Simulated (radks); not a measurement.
The numbers below are computed, except where a source is named.
Ionisation of Cs3+, [Kr] 4d10 5s2 5p4, to Cs4+, [Kr] 4d10 5s2 5p3, under several functionals. Scalar-relativistic Kohn-Sham, spin-polarised, spherical densities, finite nucleus; open shells are filled with parallel spins first (spin-orbit coupling, left out, can overturn this in heavy ions); a radial shooting solver on a logarithmic mesh with Libxc functionals.

LDA (Slater exchange, Perdew-Wang correlation): E(Cs3+) (hartree) -7778.2828; Exc (hartree) -184.9423; IE (eV) 44.266; -e(HOMO) (eV) 38.951; <r> HOMO (bohr) 1.917; IE error (eV) +1.266
XLYP: E(Cs3+) (hartree) -7785.7313; Exc (hartree) -192.4318; IE (eV) 43.846; -e(HOMO) (eV) 38.499; <r> HOMO (bohr) 1.928; IE error (eV) +0.846
BLYP: E(Cs3+) (hartree) -7785.1119; Exc (hartree) -191.8083; IE (eV) 43.817; -e(HOMO) (eV) 38.480; <r> HOMO (bohr) 1.926; IE error (eV) +0.817
MS2 meta-GGA: E(Cs3+) (hartree) -7784.2657; Exc (hartree) -190.7792; IE (eV) 43.572; -e(HOMO) (eV) 38.446; <r> HOMO (bohr) 1.925; IE error (eV) +0.572
exchange-only B88: E(Cs3+) (hartree) -7782.4114; Exc (hartree) -189.0872; IE (eV) 42.398; -e(HOMO) (eV) 37.255; <r> HOMO (bohr) 1.930; IE error (eV) -0.602
LDA (Slater exchange, Perdew-Zunger correlation): E(Cs3+) (hartree) -7778.2820; Exc (hartree) -184.9415; IE (eV) 44.322; -e(HOMO) (eV) 38.997; <r> HOMO (bohr) 1.918; IE error (eV) +1.322

NIST Atomic Spectra Database: 43 eV (theoretical). Closest: MS2 meta-GGA. The Delta-SCF values span 1.92 eV, the total energies 7.45 hartree. The highest occupied level is 5p. Open shells are spherical and high-spin; term and fine-structure splittings are not resolved. Spin-orbit splitting is averaged out at the scalar-relativistic level.
